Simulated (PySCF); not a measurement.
Job file and geometry (Å, from GFN2-xTB) of an NMR shielding run on `B[C@@H]1[C@H](C#C)[C@@]1(C)SC`, C$_{7}$H$_{11}$BS, GIAO PBE0/pcSseg-1 NMR shielding, non-relativistic, gas phase in PySCF 2.14.0, density-fitted response routines; density fitting, a coarse starting grid and PySCF grid level 2 are the driver's defaults:

```
$ OMP_NUM_THREADS=1 python probes_run.py task.json out

{"job": {"kind": "nmr", "xc": "PBE0", "basis": "pcSseg-1"}, "charge": 0, "multiplicity": 1}
B      1.912263    -0.765619     0.617877
C      0.828292    -0.665578    -0.467533
C      0.559378     0.625886    -1.261077
C      1.304441     1.813033    -1.000214
C      1.913161     2.825214    -0.798044
C     -0.456171     0.139349    -0.283071
C     -0.736761     0.907261     0.979950
S     -1.927908    -0.608187    -1.024587
C     -2.223108    -1.948113     0.166933
H      2.471357    -1.782779     0.765312
H      2.178439     0.144896     1.299604
H      0.674938    -1.545326    -1.087447
H      0.338974     0.480280    -2.313780
H      2.451572     3.708213    -0.625295
H      0.144438     1.462541     1.288859
H     -1.546453     1.614010     0.801032
H     -1.030110     0.237142     1.786963
H     -1.293111    -2.482353     0.339482
H     -2.611193    -1.542390     1.096550
H     -2.957586    -2.606802    -0.284552
```

Question: Write the output of this run.

Answer: 
```
coarse grid: 17136 points
cycle   1  E = -695.6106651728  dE =  1.159e+00  |g| = 4.308e-01  |ddm| = 4.267e+00
cycle   2  E = -695.6198491549  dE = -9.184e-03  |g| = 4.081e-01  |ddm| = 9.430e-01
cycle   3  E = -695.6592889493  dE = -3.944e-02  |g| = 8.665e-02  |ddm| = 4.456e-01
cycle   4  E = -695.6605496261  dE = -1.261e-03  |g| = 5.303e-02  |ddm| = 1.501e-01
cycle   5  E = -695.6612079750  dE = -6.583e-04  |g| = 1.617e-02  |ddm| = 5.676e-02
cycle   6  E = -695.6612678972  dE = -5.992e-05  |g| = 4.009e-03  |ddm| = 1.978e-02
cycle   7  E = -695.6612717267  dE = -3.829e-06  |g| = 1.248e-03  |ddm| = 4.977e-03
final grid: 160504 points
cycle   8  E = -695.7187600334  dE = -6.207e-05  |g| = 1.046e-02  |ddm| = 5.945e-02
cycle   9  E = -695.7187403978  dE =  1.964e-05  |g| = 1.371e-02  |ddm| = 2.631e-02
cycle  10  E = -695.7187870837  dE = -4.669e-05  |g| = 1.998e-03  |ddm| = 1.652e-02
cycle  11  E = -695.7187879839  dE = -9.002e-07  |g| = 6.341e-04  |ddm| = 2.342e-03
cycle  12  E = -695.7187880735  dE = -8.957e-08  |g| = 2.402e-04  |ddm| = 7.193e-04
cycle  13  E = -695.7187880868  dE = -1.332e-08  |g| = 6.103e-05  |ddm| = 2.549e-04
cycle  14  E = -695.7187880877  dE = -8.890e-10  |g| = 1.504e-05  |ddm| = 9.319e-05
converged SCF energy = -695.7187880877

GIAO shielding tensors (ppm)
atom      isotropic    diamagn.    paramagn.     s11        s22        s33       span
  0 B       14.518     193.126    -178.608    -61.325    -28.195    133.074    194.399
  1 C      144.489     254.875    -110.387     86.837    160.267    186.361     99.525
  2 C      152.163     254.679    -102.515    131.248    150.499    174.742     43.494
  3 C       99.463     254.095    -154.633     -2.679      6.872    294.194    296.873
  4 C      109.807     259.614    -149.806     34.253     43.096    252.072    217.819
  5 C      131.220     251.569    -120.349     96.607    132.495    164.557     67.950
  6 C      164.486     245.665     -81.179    140.988    165.830    186.641     45.653
  7 S      411.415    1057.044    -645.629    164.412    377.428    692.406    527.994
  8 C      166.363     251.312     -84.949    147.237    165.112    186.742     39.505
  9 H       23.689      29.929      -6.240     16.777     26.585     27.705     10.928
 10 H       24.228      30.671      -6.443     14.924     27.261     30.500     15.576
 11 H       29.868      33.318      -3.450     24.421     28.026     37.156     12.734
 12 H       28.954      29.977      -1.023     21.374     29.169     36.319     14.944
 13 H       30.169      34.657      -4.489     24.673     24.923     40.910     16.238
 14 H       29.385      30.627      -1.241     23.567     28.361     36.227     12.660
 15 H       29.890      29.491       0.399     25.805     27.293     36.574     10.769
 16 H       29.938      31.066      -1.127     25.140     29.023     35.652     10.512
 17 H       29.850      31.499      -1.649     24.610     29.269     35.671     11.061
 18 H       29.114      30.357      -1.243     23.543     27.608     36.191     12.649
 19 H       29.720      28.511       1.209     24.754     26.134     38.272     13.518
```

Size and cost of the density-fitted run: 215 basis functions, 96 s wall time on 1 thread of an Arm Neoverse N1, shared host; peak memory 1 GiB.
